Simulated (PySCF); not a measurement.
Cartesian coordinates (Å):
```xyz
7

Ga    -0.0550    -0.2492     0.0135
H     -1.4200    -0.4977    -0.7333
H     -0.0419    -0.2348     1.5916
H      1.3011    -0.4742    -0.7565
S     -0.0834     2.3573    -0.3245
H     -1.0709     2.6396     0.5533
H      0.8867     2.6646     0.5643
```
Charge 0, spin multiplicity 1.

Task: Predict the dipole moment, charge on the central atom (Mulliken) and LUMO from PBE0-D3(BJ)/def2-TZVP // PBE0-D3(BJ)/def2-SVP (PySCF 2.14.0).

Result: 
```yaml
dipole_moment: 0.680 e·Å
charge on the central atom (Mulliken): 0.10 e
LUMO: -0.47 eV
```
